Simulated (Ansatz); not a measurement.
Cost and result for the atomization energy of C2H8AlBSi (`[AlH2]/[CH]=C/B[SiH3]`) (13 atoms, 12 bonds).

```xyz
13

Al   -0.834    2.901    1.105
C    -0.578    1.495   -0.231
C     0.219    0.430    0.021
B     0.229   -0.791   -0.917
Si    0.724   -2.660   -0.346
H    -1.891    4.064    0.891
H     0.063    2.809    2.409
H    -1.087    1.489   -1.197
H     0.747    0.402    0.977
H    -0.139   -0.623   -2.047
H     1.813   -3.188   -1.221
H     1.184   -2.763    1.068
H    -0.450   -3.566   -0.512
```

The species carries charge 0 and has multiplicity 1. The structure was optimised at the PBE0-D4/def2-TZVP level. It is one conformer, not always the lowest. Program: Ansatz. All runs use 4 threads of an AMD EPYC 9R45 on a shared host. Times are those of one run each, without the atoms' runs, and a repeat can differ threefold. Electronic energies, without spin–orbit coupling; frozen cores. CCSD(T)/CBS adds CCSD(T) − MP2 in def2-TZVPP to the MP2 limit, and its time is that of the two runs behind it. T1 = 0.013; the RHF reference is unstable towards UHF. B3LYP takes the VWN-RPA correlation (the form of Gaussian; ORCA's B3LYP/G).

CCSD(T)/CBS is a level of theory with its own doubt, some kJ/mol a heavy atom from the limit and from the frozen cores, so smaller differences don't rank the functionals.

| level | functions | wall time | atomization (kJ/mol) | difference from CCSD(T)/CBS | per bond |
| --- | --- | --- | --- | --- | --- |
| PBE0-D4/def2-TZVPP | 289 | 1.4 s | 4374.6 | 4.6 | 0.4 |
| B3LYP-D4/def2-TZVPP (with forces) | 289 | 2 s | 4391.0 | 21.0 | 1.7 |
| PBE-D4/def2-TZVPP (with forces) | 289 | 2.1 s | 4408.4 | 38.4 | 3.2 |
| r2SCAN-D4/def2-TZVPP (with forces) | 289 | 2.1 s | 4397.1 | 27.1 | 2.3 |
| B2PLYP/def2-TZVPP | 289 | 2.7 s | 4335.4 | -34.6 | -2.9 |
| ωB97X-V/def2-TZVPP | 289 | 3.6 s | 4397.5 | 27.5 | 2.3 |
| ωB97M-V/def2-TZVPP (with forces) | 289 | 5.5 s | 4388.5 | 18.5 | 1.5 |
| MP2/def2-QZVPP | 551 | 13 s | 4353.3 | -16.7 | -1.4 |
| CCSD(T)/def2-TZVPP | 289 | 50 s | 4272.7 | -97.3 | -8.1 |
| CCSD(T)/CBS(def2) | – | 63 s | 4370.0 | 0.0 | 0.0 |

The D4 term adds +42.1 kJ/mol with B3LYP and +22.3 kJ/mol with PBE0; it sums over pairs of atoms, weighted by their polarisabilities, and B3LYP, whose exchange is more repulsive, gets the larger term. From PBE to PBE0 (25 % exact exchange), in def2-TZVPP and without D4, the atomization energy moves by −30.0 kJ/mol: exact exchange takes away binding that semilocal exchange gives to molecules. In def2-TZVPP, CCSD(T) changes the Hartree–Fock value by +907.6 kJ/mol (the triples alone add +51.5 kJ/mol) and MP2 by +930.5 kJ/mol; breaking electron pairs costs correlation energy, which Hartree–Fock lacks.
